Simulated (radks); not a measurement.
Effect of the nuclear size on neutral rhenium, [Xe] 4f14 5d5 6s2. Calculated with a radial shooting solver on a logarithmic mesh with Libxc functionals: Dirac Kohn-Sham, BLYP, spin-unpolarised, spherical densities, finite nucleus; open shells are shared between the two j in proportion to 2j + 1; Fermi nuclear charge, rms radius 5.3698 fm. The rms radius is varied about that value; shifts are against it.

| rms radius (fm) | total energy shift (eV) | density at nucleus (e/bohr^3) | 1s1/2 shift (meV) | 2s1/2 shift (meV) | 5s1/2 shift (meV) | 5p1/2 shift (meV) | 6s1/2 shift (meV) | 5d5/2 shift (meV) | 6p1/2 (empty) shift (meV) |
|---|---|---|---|---|---|---|---|---|---|
| 4.371 | -22.3 | 1.666e+06 | -9010 | -1280 | -12.1 | 0.656 | -0.841 | 0.730 | 0.237 |
| 5.1389 | -5.41 | 1.572e+06 | -2190 | -311 | -2.94 | 0.159 | -0.204 | 0.177 | 0.058 |
| 5.3698 | 0 | 1.547e+06 | 0.000 | 0.000 | 0.000 | 0.000 | 0.000 | 0.000 | 0.000 |
| 5.7188 | 8.47 | 1.513e+06 | 3420 | 487 | 4.60 | -0.249 | 0.320 | -0.277 | -0.090 |
| 6.6908 | 33.8 | 1.43e+06 | 13700 | 1940 | 18.4 | -0.991 | 1.28 | -1.11 | -0.360 |

Slopes of the eigenvalues against <r^2> in GHz/fm^2, as finite differences over the two radii next to the reference (eigenvalue slopes, not the field-shift constants of lines): 1s1/2 216000, 2s1/2 30600, 5s1/2 289, 5p1/2 -15.7, 6s1/2 20.1, 5d5/2 -17.5, 6p1/2 (empty) -5.68.
